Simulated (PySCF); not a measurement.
Computed IR spectrum (relative IR intensity) of a molecule C3H10OSi2. The structure is a stationary point at ωB97X-D3(BJ)/def2-SVP. The values are those of a single conformer. Computed with ωB97X-D3(BJ)/def2-SVP in PySCF 2.14.0. Frequencies are harmonic and unscaled.

Lines under 2 % of the strongest are left out, and lines within 2 cm⁻¹ are merged.

ν (cm⁻¹): 501 (vw), 551 (w), 636 (vw), 719 (m), 728 (m), 741 (vw), 752 (w), 806 (s), 904 (vs), 952 (m), 958 (s), 973 (m), 1000 (vs), 1011 (w), 1057 (vw), 1157 (s), 1251 (vw), 1433 (w), 1469 (w), 1712 (vw), 2237 (vs), 2246 (m), 2253 (m), 2296 (m), 3021 (w), 3077 (w), 3145 (w), 3238 (vw) (against the strongest line: vs over 80 %, s over 45 %, m over 15 %, w over 4 %, vw less)

### Question
Identify the compound among the candidates.
A) C[Si@@H]1C[SiH2]CO1
B) C[C@@H]1OC[SiH2][SiH2]1
C) C/C=C(\[SiH3])O[SiH3]
D) C=C[SiH2]CO[SiH3]

### Answer
D, C=C[SiH2]CO[SiH3]
